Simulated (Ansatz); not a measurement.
Gas-phase electronic energies from Ansatz, PBE0-D4/def2-TZVP geometries. CCSD(T)/CBS is the MP2 limit (def2-TZVPP, def2-QZVPP) plus CCSD(T) − MP2 in def2-TZVPP, frozen cores. This one scheme is used for every species. DFT in def2-TZVPP. Each species was taken in one conformer, which may not be the lowest.

`C[CH2][AlH][SH]` + H₂ → `C[CH2][AlH2]` + H₂S  (hydrogenolysis of the Al–S bond)

```json
{"level": "PBE-D4", "ΔE (eV)": "1.17"}
{"level": "ωB97X-V", "ΔE (eV)": "1.08"}
{"level": "RPA@PBE/def2-TZVPP", "ΔE (eV)": "1.03"}
{"level": "HF/def2-QZVPP", "ΔE (eV)": "0.88"}
```

What does CCSD(T)/CBS give? (Estimate.)

The calculation gave: +1.15 eV. The listed levels differ from it by 0.02, -0.07, -0.12, -0.27 eV.

Largest T1 diagnostic among the species: 0.010.

In def2-TZVPP, CCSD(T) changes the Hartree–Fock value by +0.22 eV (the triples alone add +0.06 eV) and MP2 by +0.31 eV. At CCSD(T), def2-SVP lies −0.14 eV from the extrapolated value and def2-TZVPP −0.04 eV.
